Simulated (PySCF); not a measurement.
C3H9O3Si, SMILES CO[Si](OC)OC, doublet (GFN2-xTB optimised geometry):

```
16

C      1.971    -0.842     0.822
O      1.107    -1.568     0.000
Si    -0.525    -1.568     0.000
O     -1.017    -2.238    -1.404
C     -0.589    -3.431    -1.989
O     -1.016    -0.011     0.000
C     -2.282     0.496    -0.295
H      1.644     0.194     0.915
H      2.014    -1.291     1.818
H      2.962    -0.875     0.369
H     -1.037    -4.287    -1.478
H     -0.915    -3.423    -3.030
H      0.497    -3.520    -1.946
H     -2.962     0.332     0.545
H     -2.176     1.568    -0.469
H     -2.697     0.020    -1.185
```

Method: PySCF with unrestricted PBE0/def2-TZVP.

Question: What are the frontier orbital energies (α orbitals alone; a β orbital can be the lowest empty one) and the dipole moment?

Answer: HOMO-2 -8.31 eV, HOMO-1 -8.31 eV, HOMO -5.55 eV, LUMO 1.28 eV, LUMO+1 1.29 eV; dipole moment 0.13 D.

On the same geometry PySCF with unrestricted PBE/def2-TZVP gives HOMO-2 -6.71 eV, HOMO-1 -6.71 eV, HOMO -4.29 eV, LUMO 0.47 eV, LUMO+1 0.47 eV; dipole moment 0.03 D.

Meta-Löwdin charges at PBE0/def2-TZVP: C1 -0.12, O2 -0.61, Si3 1.16, O4 -0.61, C5 -0.12, O6 -0.61, C7 -0.12, H8 0.11, H9 0.11, H10 0.12, H11 0.11, H12 0.12, H13 0.11, H14 0.11, H15 0.12, H16 0.11.
